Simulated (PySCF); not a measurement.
These are PBE-D3(BJ)/def2-TZVP // B3LYP-D3(BJ)/def2-TZVP run with PySCF values and carry that method's errors. All species are isolated molecules in the gas phase. 

Reference species (SMILES): `C(=C)C#C` (neutral, multiplicity 1).

```
Item             Result
-------------  --------
HOMO           -6.16 eV
dipole moment    0.39 D
```

Changed species: `C=C1C=C1`.

Question: Predict the effect on the HOMO and dipole moment.

Answer: the HOMO rises by 1.17 eV, to -4.99 eV; the dipole moment goes up by 1.66 D, to 2.05 D.
